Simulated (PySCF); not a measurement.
# Ions at one geometry of PbBr2

PySCF 2.14.0, RKS PBE0, Pb def2-SVP with ECP60, Br def2-SVP; non-relativistic Hamiltonian with scalar-relativistic core potentials where named; density fitting; no spin-orbit coupling; singlets restricted, open shells unrestricted. The geometry is relaxed for charge 0, singlet, vacuum:

```xyz
3

Pb    0.0000    0.0000   -0.8575
Br    2.0210    0.0000    0.8241
Br   -2.0210    0.0000    0.8241
```

Energies count from the relaxed state; an electron taken off or put on is at rest in vacuum. Charges and spins are Mulliken's.

```csv
state,energy (eV),spin squared,charge on Pb1 (e),spin on Pb1 (e),dipole about the centre of mass (D)
"charge 0, singlet, vacuum",0.00,0.00,0.70,0.00,4.33
"charge +1, doublet, vacuum",9.71,0.76,0.98,0.06,2.48
```

Q: What does the state charge -1, doublet, vacuum give?

A: energy (eV) -1.40, spin squared 0.75, charge on Pb1 (e) 0.05, spin on Pb1 (e) 0.97, dipole about the centre of mass (D) 3.30.

With an electron taken off (doublet) the charges change, summed by element, by Pb +0.28 e, Br +0.72 e. The vertical ionisation energy is 9.71 eV, against −ε(HOMO) = 7.70 eV of the relaxed state. The level lies 2.0 eV too high, as is usual for semilocal functionals and global hybrids, which keep a self-interaction error.

With an electron put on (doublet) the charges change, summed by element, by Pb -0.65 e, Br -0.35 e. The vertical electron affinity is 1.40 eV, against −ε(LUMO) = 3.20 eV of the relaxed state. The basis has no diffuse functions, which an added electron needs. The added electron's level lies above zero.

Open shells may have lower solutions than those found.
